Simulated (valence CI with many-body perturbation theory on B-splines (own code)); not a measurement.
# Questions on Si9+

Method: valence CI with perturbative core correlation (CI+MBPT): three valence electrons over a frozen Dirac-Fock core [He], a basis of 11 s, 11 p, 9 d, 7 f, 5 g, 2 h, 1 i functions for each j, with the one-electron correlation potential Σ1 (screened to all orders), the two-electron term Σ2, the three-electron term Σ3, Breit, model QED; selected single and double excitations, second order for the rest, scaled by the run's own slope (own B-spline code, finite nucleus).

No measured spectrum was set against this ion. As an estimate, levels of excited configurations hold to 0.05 to 0.15 % of their energy, terms of the ground configuration to about 0.5 %.

Rates and lifetimes use the calculated energies. Strong lines usually hold to 10 to 20 %, long lifetimes can be off by a factor of two.

Question: What is the ground level?

Answer: 2s²2p ²P°_1/2, composition 97 % 2s²2p ²P° + 3 % 2p³ ²P°, g = 0.665.

Question: How well does LS coupling describe the low levels?

Answer: Among the lowest 20 levels the leading LS term, summed over configurations, holds 100 % on average. For single configurations the figures are 97 % in LS and 76 % in jj coupling. Terms hardly mix: every one of these levels is at least 95 % one term.

Question: Where does the other parity begin?

Answer: At 2s2p² ⁴P_1/2, 160880 cm⁻¹.

Question: How is the term ²P° of the ground level split?

Answer: J = 1/2 at 0, J = 3/2 at 6988 cm⁻¹.

Question: What is the ionisation energy?

Answer: 401.34 eV; NIST lists 401.38 eV (semi-empirical).

Question: Among levels below 2327400 cm⁻¹, which E1 lines absorb most strongly from the ground level?

Answer: to 2s²3d ²D_3/2 at 5.053 nm, f = 0.624; to 2s2p3p ²D_3/2 at 4.750 nm, f = 0.222; to 2s2p² ²P_1/2 at 25.62 nm, f = 0.0906.

Question: What are the static dipole polarisabilities of the lowest levels?

Answer: 2s²2p ²P°_1/2 0.125; 2s²2p ²P°_3/2 0.125 (tensor 0.0098) bohr³, of which the core gives 0.000257.
